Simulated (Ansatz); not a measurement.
Job for Ansatz (a program for electronic structure): U-r2SCAN/cc-pVTZ on AsH, 2S+1 = 3, a point of a bond scan (R = 4.914 Å).

Ansatz 0.2 input:
```yaml
crystal:
  periodic: [false, false, false]
  atoms:
    - {symbol: As, position_ang: [-0.00000000, -0.00000000, -0.04516336]}
    - {symbol: H, position_ang: [0.00000000, 0.00000000, 4.86861008]}
basis:
  gaussian:
    orbitals: cc-pVTZ
hamiltonian:
  xc: {name: r2SCAN}
magnetization: {spin_polarized: true, initial_magnetization: 2}
```

Program output:

```
WARN ansatz: RAYON_NUM_THREADS=1 ignored (pool sized by the plan → 1); use --threads N
Functional definition: r2SCAN
integrals: 0.01 GiB planned
431 factors; their error is unknown
mean field: 0.14 GiB planned
mean field evaluation 1: about -60845.0387 eV, gradient 1.5e1 eV
mean field evaluation 2: about -60838.1519 eV, gradient 2.9e1 eV
mean field evaluation 4: about -60848.3990 eV, gradient 1.4e1 eV
mean field evaluation 8: about -60853.3465 eV, gradient 1.6e-1 eV
mean field evaluation 16: about -60853.3397 eV, gradient 1.5e-3 eV
mean field evaluation 32: about -60853.9559 eV, gradient 3.7e-4 eV
mean field -60853.95594047 eV, -2236.3416325194 hartree, gradient 2.6e-6 eV, S^2 2.999680; 1 other end points of the search recorded, 0 dependent functions left out
reference -60853.95595470 eV, -2236.3416330426 hartree; 18, 16 occupied and 39, 41 virtual orbitals, 431 factors
Total energy: -60853.95595470 eV, -2236.3416330426 hartree
```

The calculation finished and met its thresholds. Its determinant has ⟨S²⟩ = 3.00, a mixture of spin states.

Cost: very roughly 2.9 core-seconds.
